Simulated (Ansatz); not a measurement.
`B[C](=C)[SnH3]` + `CN[SiH2]N` → `BN[SiH2]NC` + `C=[CH][SnH3]`  (ligand exchange at a B–C bond)

Calculated with Ansatz (gas phase, PBE0-D4/def2-TZVP geometries, no zero-point term in ΔE). CBS: MP2 limit from def2 TZ/QZ plus the TZ coupled-cluster correction, frozen cores. Functionals use def2-TZVPP. Elements past krypton have def2 core potentials. For Sn outer-core shells are correlated without core-valence functions, which leaves a few kJ/mol of doubt a bond. Each species was taken in one conformer, which may not be the lowest.

`B[C](=C)[SnH3]`:

Z-matrix (Å, degrees):
```
Sn
C 1 2.138
H 1 1.708 2 110.1
H 1 1.711 2 108.5 3 -120.1
H 1 1.708 2 110.1 3 119.9
C 2 1.342 1 119.8 3 120.1
B 2 1.539 1 122.0 3 -59.8
H 6 1.090 2 120.6 1 -180.0
H 6 1.089 2 123.8 1 0.0
H 7 1.200 2 118.8 1 -179.9
H 7 1.198 2 122.3 1 0.1
```

`CN[SiH2]N`:

Cartesian coordinates in Å:
```
C -1.585 -1.041 -0.374
N -0.260 -0.492 -0.540
Si 0.626 0.342 0.662
N 1.728 1.394 -0.118
H -2.180 -0.926 -1.285
H -2.104 -0.501 0.422
H -1.587 -2.105 -0.102
H 0.256 -0.890 -1.309
H 1.503 -0.471 1.559
H -0.434 0.961 1.512
H 2.620 1.597 0.299
H 1.416 2.132 -0.726
```

`BN[SiH2]NC`:

Cartesian coordinates in Å:
```
B -2.373 -0.329 -0.541
N -1.186 -1.004 -0.242
Si 0.416 -0.623 -0.834
N 1.501 -0.025 0.336
C 1.344 1.225 1.046
H -2.338 0.605 -1.291
H -3.405 -0.687 -0.046
H -1.258 -1.779 0.404
H 0.172 0.392 -1.886
H 1.047 -1.865 -1.349
H 2.194 -0.643 0.724
H 0.680 1.885 0.482
H 0.908 1.102 2.045
H 2.300 1.746 1.152
```

`C=[CH][SnH3]`:

Cartesian coordinates in Å:
```
C -0.305 0.263 -1.609
C -0.192 -0.586 -0.594
Sn 0.292 0.043 1.376
H -0.157 1.333 -1.491
H -0.553 -0.073 -2.613
H -0.352 -1.646 -0.778
H -0.950 -0.390 2.466
H 0.472 1.741 1.345
H 1.746 -0.686 1.899
```

**Question.** Is it downhill or uphill in electronic energy at CCSD(T)/CBS, and by how much? (Best estimate.)

**Answer.** Ansatz gave: Downhill: ΔE = -115.6 kJ/mol.

**Question.** What do these levels give: PBE-D4, r2SCAN-D4, PBE, SCS-MP2/def2-TZVPP, CCSD(T)/def2-TZVPP, SCS-MP2/def2-QZVPP? (Best estimate.)

**Answer.** Ansatz gave: PBE-D4 -116.4, r2SCAN-D4 -116.5, PBE -116.9, SCS-MP2/def2-TZVPP -116.3, CCSD(T)/def2-TZVPP -118.1, SCS-MP2/def2-QZVPP -114.9 kJ/mol.

Largest T1 diagnostic among the species: 0.013.
